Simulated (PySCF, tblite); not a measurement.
Isomers of C6H14Si3. All values are computed: GFN2-xTB (tblite) harmonic vibrations without scaling, gas phase. Errors from tens to a few hundred cm⁻¹ against measured bands are possible. Modes of hydrogen on silicon can be 10 to 20 % off. One conformer each.

Electronic energies: PBE0/pcSseg-1 single points on the GFN2-xTB geometries (PySCF, gas phase).

```json
{"SMILES": "C[SiH2]C#C[C@@H]1[SiH2]C[Si@@H]1C", "electronic energy, lowest = 0 (kJ/mol)": "0.0"}
{"SMILES": "C#C[SiH2][SiH2][SiH2]C1CCC1", "electronic energy, lowest = 0 (kJ/mol)": "170.7"}
{"SMILES": "C=C[SiH2]/C=C(/C=C)[SiH2][SiH3]", "electronic energy, lowest = 0 (kJ/mol)": "148.6"}
{"SMILES": "C=C(C)[Si]([SiH3])([SiH3])C#CC", "electronic energy, lowest = 0 (kJ/mol)": "126.8"}
{"SMILES": "C=C[SiH2]/C=C(\\C=C)[SiH2][SiH3]", "electronic energy, lowest = 0 (kJ/mol)": "142.8"}
{"SMILES": "C=C([SiH3])[Si@H]([SiH3])C#CCC", "electronic energy, lowest = 0 (kJ/mol)": "146.8"}
```

How do GFN2-xTB zero-point energies change the relative energies?

```tsv
SMILES	ZPE (kJ/mol)	of it from modes above 1550 cm⁻¹	electronic (kJ/mol)	with ZPE, lowest = 0 (kJ/mol)	lowest mode (cm⁻¹)	rings
C[SiH2]C#C[C@@H]1[SiH2]C[Si@@H]1C	438.0	242.5	0.0	0.0	6i	1
C=C(C)[Si]([SiH3])([SiH3])C#CC	429.4	248.1	126.8	118.2	5i	0
C=C[SiH2]/C=C(\C=C)[SiH2][SiH3]	423.8	249.5	142.8	128.6	25	0
C=C([SiH3])[Si@H]([SiH3])C#CCC	426.0	242.4	146.8	134.8	13	0
C=C[SiH2]/C=C(/C=C)[SiH2][SiH3]	424.0	249.4	148.6	134.6	22	0
C#C[SiH2][SiH2][SiH2]C1CCC1	439.0	236.2	170.7	171.7	6i	1
```

The zero-point energies span 15.2 kJ/mol, from `C=C[SiH2]/C=C(\C=C)[SiH2][SiH3]` to `C#C[SiH2][SiH2][SiH2]C1CCC1`. Slightly imaginary modes are left out of the zero-point energy: `C[SiH2]C#C[C@@H]1[SiH2]C[Si@@H]1C` 6.4i cm⁻¹, `C=C(C)[Si]([SiH3])([SiH3])C#CC` 5.2i cm⁻¹ and `C#C[SiH2][SiH2][SiH2]C1CCC1` 5.7i cm⁻¹. The lowest isomer stays, but the order above it changes.

And how do the electronic energies of GFN2-xTB itself compare?

`C[SiH2]C#C[C@@H]1[SiH2]C[Si@@H]1C` 0.0; `C=C(C)[Si]([SiH3])([SiH3])C#CC` 40.4; `C=C[SiH2]/C=C(\C=C)[SiH2][SiH3]` 48.0; `C=C([SiH3])[Si@H]([SiH3])C#CCC` 33.0; `C=C[SiH2]/C=C(/C=C)[SiH2][SiH3]` 47.8; `C#C[SiH2][SiH2][SiH2]C1CCC1` 45.1 kJ/mol, lowest = 0. Against the energies above, taken from the same isomer `C[SiH2]C#C[C@@H]1[SiH2]C[Si@@H]1C`, the largest difference is 125.6 kJ/mol.
